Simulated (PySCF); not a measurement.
ICl at RHF-CCSD

Computed with RHF-CCSD; I x2c-SVPall, Cl x2c-SVPall; spin-free X2C with a Gaussian nucleus (PySCF 2.14).

For ICl, the state is ¹Σ⁺ (singlet), closed shell. The bond length is 2.392 Å and the harmonic wavenumber is 365 cm⁻¹. The force constant is 2.15 mdyn/Å and the rotational constant Be is 0.1074 cm⁻¹. The anharmonicity ωexe is 1.27 cm⁻¹, the vibration–rotation constant αe is 0.000476 cm⁻¹ and the well depth De to I + Cl is 1.67 eV. The dissociation energy D0 is 1.64 eV.

Correlated steps freeze 23 core orbitals. Correlated levels converge slowly with the basis: in double zeta they bind strong bonds too weakly, by up to about 1 eV, and carry superposition errors of some tenths. Spin–orbit coupling is left out, which matters for elements this heavy, above all for dissociation energies. Where the molecule has an RHF reference, its open-shell atoms are computed with UHF.
